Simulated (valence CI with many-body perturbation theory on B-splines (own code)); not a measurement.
Values are calculated unless marked as measured or tabulated.
## Nb XXXV: what each term of the Hamiltonian does

Level of theory: configuration interaction combined with many-body perturbation theory (CI+MBPT): five valence electrons over a frozen Dirac-Fock core [He], a basis of 9 s, 9 p, 8 d, 6 f, 3 g, 1 h functions for each j, with the one-electron correlation potential Σ1, the two-electron term Σ2, the three-electron term Σ3, Breit, model QED; selected CI, second order for the rest (own B-spline code, finite nucleus).

No measured spectrum was set against this ion. As an estimate, large intervals hold to a few tenths of a per cent, small ones and those within an open d or f shell to about a per cent. Among the levels kept, up to 2100 cm⁻¹ of a level comes from second order outside the variational space, and about a tenth of that is noise between levels of different J, which matters for small intervals.

Each rung adds one term. CI alone is the Dirac-Coulomb CI over the frozen core; QED comes last and gives the full result, which names the levels. Energies are above (2s^2 2p1/2^2 2p3/2) J=3/2 on the same rung, in Ry.

Levels are named by their leading jj configuration (3d3/2^4 stands for four electrons in 3d with j = 3/2), which in mixed levels can hold well under half, so a name can repeat and another be missing. Letters in brackets count levels of one name in rising energy.

| Level | CI alone | + Σ1 | + Σ2 | + Σ3 | + Breit | Full |
| --- | --- | --- | --- | --- | --- | --- |
| (2s^2 2p1/2 2p3/2^2) J=3/2 | 6.57 | 6.58 | 6.57 | 6.57 | 6.45 | 6.47 |
| (2s^2 2p1/2 2p3/2^2) J=5/2 | 7.82 | 7.82 | 7.82 | 7.82 | 7.58 | 7.60 |
| (2s^2 2p1/2 2p3/2^2) J=1/2 | 9.17 | 9.17 | 9.18 | 9.18 | 9.07 | 9.09 |
| (2s^2 2p3/2^3) J=3/2 | 15.81 | 15.82 | 15.82 | 15.82 | 15.54 | 15.57 |
| (2s 2p1/2^2 2p3/2^2) J=5/2 | 17.68 | 17.67 | 17.66 | 17.65 | 17.61 | 17.46 |
| (2s 2p1/2^2 2p3/2^2) J=1/2 | 20.84 | 20.83 | 20.82 | 20.81 | 20.85 | 20.71 |
| (2s 2p1/2^2 2p3/2^2) J=3/2 | 20.95 | 20.94 | 20.92 | 20.92 | 20.89 | 20.75 |
| (2s 2p1/2 2p3/2^3) J=3/2 [a] | 25.68 | 25.67 | 25.65 | 25.65 | 25.55 | 25.41 |
| (2s 2p1/2 2p3/2^3) J=5/2 | 27.39 | 27.38 | 27.37 | 27.36 | 27.15 | 27.01 |
| (2s 2p1/2 2p3/2^3) J=1/2 | 28.96 | 28.95 | 28.93 | 28.92 | 28.82 | 28.68 |
| (2s 2p1/2 2p3/2^3) J=3/2 [b] | 29.91 | 29.90 | 29.87 | 29.86 | 29.69 | 29.55 |
| (2s 2p3/2^4) J=1/2 | 36.86 | 36.85 | 36.83 | 36.82 | 36.58 | 36.46 |
| (2p1/2^2 2p3/2^3) J=3/2 | 42.14 | 42.12 | 42.07 | 42.05 | 42.07 | 41.78 |
| (2p1/2 2p3/2^4) J=1/2 | 49.73 | 49.71 | 49.67 | 49.65 | 49.53 | 49.25 |
| (2s^2 2p1/2^2 3s) J=1/2 | 184.96 | 184.98 | 184.98 | 184.98 | 184.86 | 184.90 |
| (2s^2 2p1/2^2 3p1/2) J=1/2 | 188.30 | 188.32 | 188.32 | 188.31 | 188.25 | 188.24 |
| (2s^2 2p1/2^2 3p3/2) J=3/2 | 190.92 | 190.94 | 190.94 | 190.93 | 190.82 | 190.81 |
| (2s^2 2p1/2 2p3/2 3s) J=3/2 [a] | 191.70 | 191.72 | 191.72 | 191.72 | 191.44 | 191.50 |
| (2s^2 2p1/2 2p3/2 3s) J=1/2 | 192.09 | 192.12 | 192.12 | 192.11 | 191.84 | 191.89 |

Question: How does the ionisation energy move along the ladder, and which term matters most?

Answer: CI alone 4544.6, + Σ1 4544.9, + Σ2 4544.9, + Σ3 4544.8, + Breit 4542.6, + QED 4542.5 eV. The largest step is Breit, -2.2 eV. NIST lists 4540 ± 30 eV (semi-empirical).
